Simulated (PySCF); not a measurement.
**Static response to an electric field**

Species: C4H5BF3N.
Cartesian coordinates in Å at the PBE0-D3(BJ)/def2-SVP level; atoms count from 1:
```xyz
14
C4H5BF3N angstrom
B     -2.7536   -0.8474    1.2175
N     -1.5680   -0.2202    0.4835
C     -0.6823    0.2621   -0.0702
C      0.4349    0.8746   -0.7785
C      1.6225   -0.0226   -0.8778
F      1.4351   -1.1546   -1.5471
C      2.8208    0.2531   -0.3624
F      3.8640   -0.5141   -0.4763
F      3.0693    1.3467    0.3127
H     -3.2907   -1.5915    0.4091
H     -2.2775   -1.4415    2.1747
H     -3.4659    0.0915    1.5479
H      0.7101    1.8092   -0.2668
H      0.0844    1.1449   -1.7909
```

Level: PBE0/def2-SVPD (PySCF), static field, nuclei fixed, core orbitals frozen in the response. The polarisability tensor in these axes (au):

```
x   110.07  13.45 -13.03
y    13.45  67.50  -4.44
z   -13.03  -4.44  67.87
```

Q: What are the eigenvalues, a third of the trace, and Δα (Δα² = ½Σ(αi − αj)² over the three pairs)?

A: Principal values 63.19, 64.51 and 117.75 au; mean 81.82 au = 12.12 Å³ = 13.49 × 10⁻⁴⁰ C²·m²/J; Δα = 53.92 au (66 % of the mean).

Q: What is the dipole moment, and where does it point?

A: (4.57, 3.74, -3.04) D, 6.64 D in size, pointing from the negative to the positive side. Measured along this direction, the outermost atoms are H11 and H10 at the negative end and F9 at the positive end.

Q: Refractivity n − 1 of an ideal gas of it at 273.15 K and 1 atm, from the electronic α?

A: N = p/kT = 2.6868 × 10¹⁹ cm⁻³, so n − 1 = 2π × N × 12.12 × 10⁻²⁴ cm³ = 2047 × 10⁻⁶ at long wavelengths.

Q: Along which axes do the principal values lie, and how far do the nuclei extend along each?

A: Largest value along (0.93, 0.27, -0.27), where the nuclei span 7.15 Å; middle along (0.37, -0.48, 0.79), 3.52 Å; least along (-0.09, 0.83, 0.55), 3.23 Å. The response follows the extents in order.

Q: Find the Langevin capture rate constant for NO+ (29.998 u) meeting this molecule (135.047 u), k = 2.342 × 10⁻⁹ cm³/s × √(α in Å³ / reduced mass in u).

A: The reduced mass is 24.55 u, so k = 1.65 × 10⁻⁹ cm³/s. The formula leaves out the permanent dipole, which adds to the capture rate.

Q: Estimate the molar refractivity from the static electronic polarisability.

A: Lorentz–Lorenz: R = (4π/3)N_A α = 2.5225 cm³/(mol·Å³) × 12.12 Å³ = 30.6 cm³/mol, in the limit of long wavelengths.

Q: Rayleigh depolarisation ratio (linearly polarised light, static tensor)?

A: ρ = 3Δα²/(45ᾱ² + 4Δα²) = 8721.8/(301229 + 11629.1) = 0.0279.

Geometry: PBE0-D3(BJ)/def2-SVP, one conformer, isolated molecule.
